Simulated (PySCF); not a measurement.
Harmonic spectrum computed at PBE0 in the def2-TZVP basis family (core potentials from Rb on, PySCF, no spin–orbit coupling):

```
symmetry  ω (cm⁻¹)  IR (km/mol)
      b2       423         27.8
      b1       461         18.5
      a1       497         26.5
      a1       716          103
      b2      1910          187
      a1      1917          101
```

Q: Which molecule gave it? In each, all ligands are bound to the one heavy central atom.
A. H₂SnS (singlet)
B. H₂TeS (singlet)
C. H₂GeS (singlet)
D. H₂PbS (singlet)

A: A. It has C2v symmetry with Sn–H 1.711 Å (×2), Sn–S 2.201 Å.
